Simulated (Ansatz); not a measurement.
Ansatz results at the PBE0-D4/def2-TZVP geometry: LUMO energy (PBE/def2-TZVPP) -0.10 eV; size of the dipole moment (PBE/def2-TZVPP) 1.93 D; HOMO energy (PBE/def2-TZVPP) -6.03 eV.

Each molecule was computed in one conformer, which needn't be the lowest.

Problem. Which molecule gave them?
A. `O=c1ccocc1`
B. `CCCC(O)CO`
C. `Cc1cc[nH]c1`
D. `c1ccc2c(c1)CCCC2`

Solution. B. The others give `c1ccc2c(c1)CCCC2`: -1.02, 0.79, -5.75; `O=c1ccocc1`: -2.09, 3.94, -5.44; `Cc1cc[nH]c1`: 0.20, 1.70, -4.94.
